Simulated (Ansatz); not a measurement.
Reactions of `C=C1[SiH2]C1=O`.

Calculated with Ansatz (gas phase, PBE0-D4/def2-TZVP geometries, no zero-point term in ΔE). CCSD(T)/CBS is the MP2 limit (def2-TZVPP, def2-QZVPP) plus CCSD(T) − MP2 in def2-TZVPP, frozen cores. This one scheme is used for every species, atoms too. Functionals use def2-TZVPP. No spin–orbit coupling; open shells (•) take unrestricted orbitals. Spin–orbit coupling would lower the free atoms: a little for C, O, Si.

```csv
reaction,PBE-D4 (eV),PBE0-D4 (eV),revPBE-D4 (eV),CCSD(T)/CBS(def2) (eV)
`C=C1[SiH2]C1=O` → `C=C=C1O[SiH2]1`,-0.30,-0.34,-0.25,-0.44
`C=C1[SiH2]C1=O` → `O=C=C=C[SiH3]`,-0.45,-0.42,-0.46,-0.49
`C=C1[SiH2]C1=O` → 3 C• + 4 H• + O• + Si•,39.00,37.80,37.93,37.32
`C=C1[SiH2]C1=O` → `C#CC(=O)[SiH3]`,0.08,0.02,0.05,-0.29
```

Largest T1 diagnostic: 0.018, for `C=C1[SiH2]C1=O`.
